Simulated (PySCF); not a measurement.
# Polarisability and C₆ of Ne⁺ (neon, charge +1)

[He] 2s2 2p5, 2P determinant. Calculation: PySCF 2.14, in aug-cc-pwCVQZ (9s8p6d4f2g, 109 functions); no relativity, point nucleus. Coupled (time-dependent) response in atomic units; α is the mean over directions.

```csv
method,mean α (bohr³),"α xx, yy, zz",C₆ (like pair),S(−4)
UHF,1.245,"1.313, 1.211, 1.211",2.143,0.4930
PBE,1.404,"1.447, 1.382, 1.382",2.481,0.6965
PBE0,1.350,"1.402, 1.325, 1.325",2.367,0.6225
CAM-B3LYP,1.368,"1.418, 1.343, 1.343",2.402,0.6470
TPSSh,1.363,"1.409, 1.341, 1.341",2.404,0.6347
```

S(−4) is the Cauchy moment in α(ω) = α(0) + S(−4) ω² + …

α(iu) at PBE:

```
u (hartree)  α(iu) (bohr³)
          0          1.404
     0.0500          1.402
      0.100          1.397
      0.200          1.377
      0.300          1.345
      0.500          1.257
      0.750          1.123
       1.00         0.9884
       1.50         0.7576
       2.00         0.5873
       3.00         0.3748
       5.00         0.1862
```

A single London oscillator, α(iu) = α/(1 + u²/ω²), gives C₆ = (3/4) ω α². Matching the computed C₆ needs ω = 4 × 2.481 / (3 × 1.404²) = 1.68 hartree.

For an ion, C₆ is the dispersion term alone; charge-induced terms of lower order in 1/R come first.

The components differ because the open shell of this determinant is not spherical; for a pure term their mean is the scalar polarisability.
